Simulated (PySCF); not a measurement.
B₂O₂, SMILES O=BB=O. Atoms are numbered in the order given.

```xyz
4

O      0.0000     0.0000    -2.0168
B      0.0000     0.0000    -0.8202
B      0.0000     0.0000     0.8202
O      0.0000     0.0000     2.0168
```

Geometry optimised at PBE0-D3(BJ)/def2-TZVP. One conformer was computed; it need not be the lowest.

The numbers are results of PBE0/pcJ-1 run with PySCF, not measurements.

Isotropic couplings with Fermi-contact, spin-dipole and both spin-orbit terms, one fixed conformer, no vibrational averaging. Isotopes: 11B.

Computed spin–spin coupling constants:
| pair | bonds apart | J (Hz) |
|---|---|---|
| B2–B3 | 1 | 212.9 |
